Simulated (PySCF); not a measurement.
C₇H₁₄P (charge +1).
SMILES with atom numbers: `[CH3:1][PH+:2]([CH:3]1[CH2:4][CH2:5]1)[CH:6]1[CH2:7][CH2:8]1` (hydrogens: H9, H10, H11 on C1; H12 on P2; H13 on C3; H14, H15 on C4; H16, H17 on C5; H18 on C6; H19, H20 on C7; H21, H22 on C8)

The same species was optimised twice, with GFN2-xTB and with PBE0-D3(BJ)/def2-SVP (PySCF), and the same property calculations (PySCF, gas phase) were run on both structures.

```json
{"coordinate": "P2–C3 (Å)", "GFN2-xTB": "1.794", "PBE0-D3(BJ)/def2-SVP": "1.778", "change": "-0.016"}
{"coordinate": "P2–C6 (Å)", "GFN2-xTB": "1.794", "PBE0-D3(BJ)/def2-SVP": "1.778", "change": "-0.016"}
{"coordinate": "C1–P2 (Å)", "GFN2-xTB": "1.804", "PBE0-D3(BJ)/def2-SVP": "1.797", "change": "-0.007"}
{"coordinate": "C6–C8 (Å)", "GFN2-xTB": "1.509", "PBE0-D3(BJ)/def2-SVP": "1.512", "change": "+0.003"}
{"coordinate": "C3–C5 (Å)", "GFN2-xTB": "1.508", "PBE0-D3(BJ)/def2-SVP": "1.511", "change": "+0.003"}
{"coordinate": "C3–C4 (Å)", "GFN2-xTB": "1.509", "PBE0-D3(BJ)/def2-SVP": "1.512", "change": "+0.003"}
{"coordinate": "C6–C7 (Å)", "GFN2-xTB": "1.508", "PBE0-D3(BJ)/def2-SVP": "1.511", "change": "+0.003"}
{"coordinate": "C7–C8 (Å)", "GFN2-xTB": "1.489", "PBE0-D3(BJ)/def2-SVP": "1.487", "change": "-0.002"}
{"coordinate": "C4–C5 (Å)", "GFN2-xTB": "1.489", "PBE0-D3(BJ)/def2-SVP": "1.488", "change": "-0.001"}
{"coordinate": "P2–C3–C4 (°)", "GFN2-xTB": "117.6", "PBE0-D3(BJ)/def2-SVP": "119.9", "change": "+2.3"}
{"coordinate": "P2–C6–C8 (°)", "GFN2-xTB": "117.7", "PBE0-D3(BJ)/def2-SVP": "120.0", "change": "+2.3"}
{"coordinate": "P2–C3–C5 (°)", "GFN2-xTB": "118.1", "PBE0-D3(BJ)/def2-SVP": "120.0", "change": "+1.9"}
{"coordinate": "P2–C6–C7 (°)", "GFN2-xTB": "118.0", "PBE0-D3(BJ)/def2-SVP": "119.9", "change": "+1.9"}
{"coordinate": "C1–P2–C3 (°)", "GFN2-xTB": "110.9", "PBE0-D3(BJ)/def2-SVP": "111.4", "change": "+0.5"}
{"coordinate": "C1–P2–C6 (°)", "GFN2-xTB": "110.9", "PBE0-D3(BJ)/def2-SVP": "111.2", "change": "+0.3"}
{"coordinate": "C7–C6–C8 (°)", "GFN2-xTB": "59.1", "PBE0-D3(BJ)/def2-SVP": "58.9", "change": "-0.2"}
{"coordinate": "C4–C3–C5 (°)", "GFN2-xTB": "59.1", "PBE0-D3(BJ)/def2-SVP": "59.0", "change": "-0.1"}
{"coordinate": "C1–P2–C3–C4 (°)", "GFN2-xTB": "-82", "PBE0-D3(BJ)/def2-SVP": "-80", "change": "+2"}
{"coordinate": "C1–P2–C6–C7 (°)", "GFN2-xTB": "153", "PBE0-D3(BJ)/def2-SVP": "153", "change": "0"}
```

Rotational constants: A = 2628, B = 1210, C = 903.3 MHz (GFN2-xTB) against A = 2641, B = 1197, C = 895.7 MHz (PBE0-D3(BJ)/def2-SVP).

On the GFN2-xTB structure: HOMO (eV) -12.88 [PBE0/pcSseg-1]; LUMO (eV) -3.77 [PBE0/pcSseg-1]; GIAO shielding of C1 (ppm) 178.4 [PBE0/pcSseg-1]; GIAO shielding of P2 (ppm) 282.6 [PBE0/pcSseg-1]; GIAO shielding of C3/C6 (mean) (ppm) 180.4 [PBE0/pcSseg-1]; GIAO shielding of C4/C8 (mean) (ppm) 179.4 [PBE0/pcSseg-1]; GIAO shielding of C5/C7 (mean) (ppm) 178.4 [PBE0/pcSseg-1].

Task: What do these properties become on the PBE0-D3(BJ)/def2-SVP structure?

Result: 
```json
{"property": "HOMO (eV)", "level": "PBE0/pcSseg-1", "on GFN2-xTB": "-12.88", "on PBE0-D3(BJ)/def2-SVP": "-12.88", "change": "0.00"}
{"property": "LUMO (eV)", "level": "PBE0/pcSseg-1", "on GFN2-xTB": "-3.77", "on PBE0-D3(BJ)/def2-SVP": "-3.87", "change": "-0.10"}
{"property": "energy, GFN2-xTB geometry as zero (kcal/mol)", "level": "PBE0/pcSseg-1", "on GFN2-xTB": "0.0", "on PBE0-D3(BJ)/def2-SVP": "-1.0", "change": "-1.0"}
{"property": "GIAO shielding of C1 (ppm)", "level": "PBE0/pcSseg-1", "on GFN2-xTB": "178.4", "on PBE0-D3(BJ)/def2-SVP": "176.9", "change": "-1.5"}
{"property": "GIAO shielding of P2 (ppm)", "level": "PBE0/pcSseg-1", "on GFN2-xTB": "282.6", "on PBE0-D3(BJ)/def2-SVP": "282.7", "change": "+0.1"}
{"property": "GIAO shielding of C3/C6 (mean) (ppm)", "level": "PBE0/pcSseg-1", "on GFN2-xTB": "180.4", "on PBE0-D3(BJ)/def2-SVP": "180.8", "change": "+0.4"}
{"property": "GIAO shielding of C4/C8 (mean) (ppm)", "level": "PBE0/pcSseg-1", "on GFN2-xTB": "179.4", "on PBE0-D3(BJ)/def2-SVP": "176.9", "change": "-2.5"}
{"property": "GIAO shielding of C5/C7 (mean) (ppm)", "level": "PBE0/pcSseg-1", "on GFN2-xTB": "178.4", "on PBE0-D3(BJ)/def2-SVP": "175.7", "change": "-2.7"}
```

The heavy atoms differ by 0.025 Å rms after alignment. Among bonds between heavy atoms P2–C3 and P2–C6 change most and about equally (-0.016 Å). Changes are differences of the printed values. Neither structure is proved a minimum here. Geometry: PBE0-D3(BJ)/def2-SVP, one conformer, isolated ion.

Shape of the structure used: `[CH3:1][PH+:2]([CH:3]1[CH2:4][CH2:5]1)[CH:6]1[CH2:7][CH2:8]1`: C1–P2–C3–C4 -80°, C1–P2–C6–C7 153°.
